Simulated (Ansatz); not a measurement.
`[CH3][Hf]([CH3])([F])[F]` + NH₃ → `[CH3][Hf]([CH3])([NH2])[F]` + H–F at 400 K and 1 bar (ligand exchange at the Hf–F bond).

Calculated with Ansatz (gas phase, PBE0-D4/def2-TZVP geometries, no zero-point term in ΔE). CBS: MP2 limit from def2 TZ/QZ plus the TZ coupled-cluster correction, frozen cores. This one scheme is used for every species. def2 core potentials past Kr. For Hf outer-core shells are correlated without core-valence functions, which leaves a few kJ/mol of doubt a bond. One conformer a species, not always the lowest.

```
                     species  CCSD(T)/CBS energy (Eh)  H − E (kJ/mol)  S (J/(mol·K))
  `[CH3][Hf]([CH3])([F])[F]`               -327.37146           230.8          454.1
                         NH₃                -56.50880           104.2          203.1
`[CH3][Hf]([CH3])([NH2])[F]`               -283.43983           294.3          476.9
                         H–F               -100.39570            36.5          182.2
```

H − E and S are ideal-gas, rigid-rotor, harmonic terms from PBE0-D4/def2-TZVP, for one conformer and one mirror image of each species. 1 Eh = 2625.50 kJ/mol, R = 8.31446 J/(mol·K).

Problem. By hand: ΔE, ΔH, ΔS and ΔG.

Solution. ΔE = (-283.43983) + (-100.39570) − (-327.37146) − (-56.50880) = 0.04473 Eh = 117.4 kJ/mol. Δ(H − E) = 294.3 + 36.5 − 230.8 − 104.2 = -4.2, so ΔH = 113.2 kJ/mol. ΔS = 476.9 + 182.2 − 454.1 − 203.1 = 1.9 J/(mol·K). ΔG = 113.2 − 400 × (1.9)/1000 = 112.4 kJ/mol.

Problem. By hand: the equilibrium constant, and the temperature at which ΔG would vanish if ΔH and ΔS stayed fixed.

Solution. log₁₀ K = −ΔG/(RT ln 10) = -14.7. ΔG = 0 at ΔH/ΔS = 59579 K, far beyond where these terms or the molecules hold.

The number of gas molecules stays the same, so ΔS is small and ΔH decides. A doubt of 5 kJ/mol in ΔE shifts log₁₀ K by 0.7 here. Other conformers and mirror images would add mixing entropy, several J/(mol·K) or more a flexible species. Modes under 60 cm⁻¹, often nearly free rotors, make the harmonic entropy too high. These are equilibria of isolated gas molecules and say nothing of rates. Largest T1 diagnostic: 0.015 (customary marks: 0.02 for closed shells, 0.045 for open ones).
